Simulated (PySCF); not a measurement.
C₄H₈O (SMILES CCC(C)=O), singlet, geometry from GFN2-xTB; CAMB3LYP/6-31G, polarisability in PySCF.

The PySCF input:
```python
from pyscf import gto, scf, dft
from pyscf.prop import polarizability

mol = gto.M(
    atom='''
C     1.78786346    0.54460960   -0.26647939
C     0.83951259   -0.28602686    0.60204486
C    -0.53832909   -0.29984926   -0.02900577
C    -1.43563260    0.83652021    0.38967670
O    -0.87910135   -1.14642752   -0.81455058
H     2.79116483    0.52513269    0.15203241
H     1.45815961    1.57970869   -0.32267066
H     1.82423961    0.13841277   -1.27441945
H     1.21159444   -1.31018975    0.65534406
H     0.79190770    0.13531277    1.60666461
H    -0.89764646    1.78027411    0.35254759
H    -1.75304288    0.66921555    1.41782381
H    -2.31405228    0.88203116   -0.24833613
''',
    basis='6-31g',
    verbose=4,
)

mf = dft.RKS(mol)
mf.xc = 'camb3lyp'
mf.kernel()
alpha = mf.Polarizability().polarizability()[2, 2]
print('alpha_zz =', alpha)
```

It wrote (shortened):

```
site-packages/pyscf/prop/efg/rhf.py:45: UserWarning: Module EFG is under testing
  warnings.warn('Module EFG is under testing')
site-packages/pyscf/prop/efg/dhf.py:30: UserWarning: Module EFG is under testing
  warnings.warn('Module EFG is under testing')
site-packages/pyscf/prop/zfs/uhf.py:40: UserWarning: Module ZFS is under testing
  warnings.warn('Module ZFS is under testing')
site-packages/pyscf/prop/gtensor/uhf.py:43: UserWarning: Module g-tensor is under testing
  warnings.warn('Module g-tensor is under testing')
site-packages/pyscf/prop/gtensor/uks.py:41: UserWarning: Module g-tensor is under testing
  warnings.warn('Module g-tensor is under testing')
site-packages/pyscf/prop/hfc/uks.py:35: UserWarning: Module HFC is under testing
  warnings.warn('Module HFC is under testing')
site-packages/pyscf/prop/magnetizability/rhf.py:39: UserWarning: Module magnetizability is under testing
  warnings.warn('Module magnetizability is under testing')
site-packages/pyscf/prop/magnetizability/uhf.py:37: UserWarning: Module magnetizability is under testing
  warnings.warn('Module magnetizability is under testing')
site-packages/pyscf/prop/magnetizability/rks.py:37: UserWarning: Module magnetizability is under testing
  warnings.warn('Module magnetizability is under testing')
site-packages/pyscf/prop/magnetizability/uks.py:39: UserWarning: Module magnetizability is under testing
  warnings.warn('Module magnetizability is under testing')
site-packages/pyscf/prop/polarizability/uhf.py:34: UserWarning: Module polarizability is under testing
  warnings.warn('Module polarizability is under testing')
site-packages/pyscf/prop/polarizability/rks.py:29: UserWarning: Module polarizability is under testing
  warnings.warn('Module polarizability is under testing')
site-packages/pyscf/prop/polarizability/uks.py:29: UserWarning: Module polarizability is under testing
  warnings.warn('Module polarizability is under testing')
PySCF version 2.14.0

[INPUT] verbose = 4
[INPUT] num. atoms = 13
[INPUT] num. electrons = 40
[INPUT] charge = 0
[INPUT] spin (= nelec alpha-beta = 2S) = 0
[INPUT] symmetry False subgroup None
[INPUT] Mole.unit = angstrom
[INPUT] Symbol           X                Y                Z      unit          X                Y                Z       unit  Magmom
[INPUT]  1 C      1.787863460000   0.544609600000  -0.266479390000 AA    3.378572287517   1.029162988809  -0.503573064941 Bohr   0.0
[INPUT]  2 C      0.839512590000  -0.286026860000   0.602044860000 AA    1.586448873224  -0.540512429669   1.137699900102 Bohr   0.0
[INPUT]  3 C     -0.538329090000  -0.299849260000  -0.029005770000 AA   -1.017294544986  -0.566632980054  -0.054812961332 Bohr   0.0
[INPUT]  4 C     -1.435632600000   0.836520210000   0.389676700000 AA   -2.712952429497   1.580794094564   0.736382240124 Bohr   0.0
[INPUT]  5 O     -0.879101350000  -1.146427520000  -0.814550580000 AA   -1.661260787235  -2.166434034464  -1.539277510806 Bohr   0.0
[INPUT]  6 H      2.791164830000   0.525132690000   0.152032410000 AA    5.274537097218   0.992356963156   0.287299616958 Bohr   0.0
[INPUT]  7 H      1.458159610000   1.579708690000  -0.322670660000 AA    2.755522308803   2.985216780695  -0.609759175833 Bohr   0.0
[INPUT]  8 H      1.824239610000   0.138412770000  -1.274419450000 AA    3.447313248483   0.261562227442  -2.408303728319 Bohr   0.0
[INPUT]  9 H      1.211594440000  -1.310189750000   0.655344060000 AA    2.289581665646  -2.475899798712   1.238420790761 Bohr   0.0
[INPUT] 10 H      0.791907700000   0.135312770000   1.606664610000 AA    1.496488668934   0.255704076456   3.036156086931 Bohr   0.0
[INPUT] 11 H     -0.897646460000   1.780274110000   0.352547590000 AA   -1.696305966085   3.364230494554   0.666218390975 Bohr   0.0
[INPUT] 12 H     -1.753042880000   0.669215550000   1.417823810000 AA   -3.312770927819   1.264634107800   2.679298693787 Bohr   0.0
[INPUT] 13 H     -2.314052280000   0.882031160000  -0.248336130000 AA   -4.372925047125   1.666797325732  -0.469287272534 Bohr   0.0

nuclear repulsion = 177.262531109779
number of shells = 41
number of NR pGTOs = 142
number of NR cGTOs = 61
basis = 6-31g
ecp = {}

******** <class 'pyscf.dft.rks.RKS'> ********
method = RKS
initial guess = minao
damping factor = 0
level_shift factor = 0
DIIS = <class 'pyscf.scf.diis.CDIIS'>
diis_start_cycle = 1
diis_space = 8
diis_damp = 0
SCF conv_tol = 1e-09
SCF conv_tol_grad = None
SCF max_cycles = 50
direct_scf = True
direct_scf_tol = 1e-13
XC library pyscf.dft.libxc version 7.1.2
    S. Lehtola, C. Steigemann, M. J. T. Oliveira, and M. A. L. Marques,  SoftwareX 7, 1–5 (2018)
XC functionals = camb3lyp
    T. Yanai, D. P. Tew, and N. C. Handy,  Chem. Phys. Lett. 393, 51 (2004)
radial grids:
    Treutler-Ahlrichs [JCP 102, 346 (1995); DOI:10.1063/1.469408] (M4) radial grids

becke partition: Becke, JCP 88, 2547 (1988); DOI:10.1063/1.454033
pruning grids: <function nwchem_prune>
grids dens level: 3
symmetrized grids: False
atomic radii adjust function: <function treutler_atomic_radii_adjust>
small_rho_cutoff = 0
Set gradient conv threshold to 3.16228e-05
Initial guess from minao.
tot grids = 149024
init E= -232.836967287684
  HOMO = -0.319184645375521  LUMO = -0.0626368866634699  gap/eV = 6.98102
cycle= 1 E= -232.118458878091  delta_E= 0.719  |g|= 0.82  |ddm|= 3.15
  HOMO = -0.129317253418558  LUMO = 0.0947328080250702  gap/eV = 6.09671
cycle= 2 E= -231.871057607473  delta_E= 0.247  |g|= 1.44  |ddm|= 2.69
  HOMO = -0.28905610705974  LUMO = 0.044671232227252  gap/eV = 9.08118
cycle= 3 E= -232.268390191605  delta_E= -0.397  |g|= 0.0851  |ddm|= 1.86
  HOMO = -0.302477016241206  LUMO = 0.0402499790589652  gap/eV = 9.32608
cycle= 4 E= -232.270098047119  delta_E= -0.00171  |g|= 0.0392  |ddm|= 0.105
  HOMO = -0.303392125928106  LUMO = 0.0438461208895577  gap/eV = 9.44883
cycle= 5 E= -232.270458409458  delta_E= -0.00036  |g|= 0.00682  |ddm|= 0.056
  HOMO = -0.303336948041746  LUMO = 0.0446392569549567  gap/eV = 9.46891
cycle= 6 E= -232.270470180905  delta_E= -1.18e-05  |g|= 0.00237  |ddm|= 0.0148
  HOMO = -0.304050300641282  LUMO = 0.0440186522636785  gap/eV = 9.47144
cycle= 7 E= -232.270471754253  delta_E= -1.57e-06  |g|= 0.000325  |ddm|= 0.00682
  HOMO = -0.304044154844787  LUMO = 0.0440457445974232  gap/eV = 9.47201
cycle= 8 E= -232.270471789157  delta_E= -3.49e-08  |g|= 0.000123  |ddm|= 0.000854
  HOMO = -0.304039570100924  LUMO = 0.0440625452480146  gap/eV = 9.47234
cycle= 9 E= -232.270471793039  delta_E= -3.88e-09  |g|= 2.23e-05  |ddm|= 0.00015
  HOMO = -0.304043395466691  LUMO = 0.0440618925554626  gap/eV = 9.47243
cycle= 10 E= -232.27047179317  delta_E= -1.31e-10  |g|= 2.55e-06  |ddm|= 4.43e-05
  HOMO = -0.30404360603396  LUMO = 0.0440616489167669  gap/eV = 9.47243
Extra cycle  E= -232.270471793173  delta_E= -2.22e-12  |g|= 2.17e-06  |ddm|= 7.12e-06
converged SCF energy = -232.270471793173
Isotropic polarizability 41.9016570971
Polarizability anisotropy 4.95381513135
alpha_zz = 39.20418123983315
```
